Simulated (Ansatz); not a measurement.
This Ansatz (an electronic-structure program) input (HF/def2-TZVPP) gives -328.49502 Eh with 115 basis functions. A basis named .json is the Basis Set Exchange file of that set (core-valence sets with the plain set on hydrogen).

Ansatz 0.2 input:
```yaml
crystal:
  periodic: [false, false, false]
  atoms:
    - {symbol: C, position_ang: [-1.11056998, 0.02553653, -0.04779558]}
    - {symbol: Si, position_ang: [0.64940984, -0.11713465, 0.02966460]}
    - {symbol: H, position_ang: [-1.69010245, 0.94834355, -0.08800704]}
    - {symbol: H, position_ang: [-1.74251990, -0.86510146, -0.05979506]}
    - {symbol: H, position_ang: [1.00430453, 1.40342380, 0.01927110]}
basis:
  gaussian:
    orbitals: def2-TZVPP
    fitting: {mean_field: def2-SV_P_-JKFIT.json}
hamiltonian:
  xc: {name: HF}
total_charge: -1
magnetization: {spin_polarized: false}
```

Change:
```diff
- fitting: {mean_field: def2-SV_P_-JKFIT.json}
+ fitting: {mean_field: cc-pV5Z-JKFIT.json}
```

Q: What does the run give now?

A: -328.49499 Eh (HF/def2-TZVPP, 115 functions), a change of +0.03 mEh.
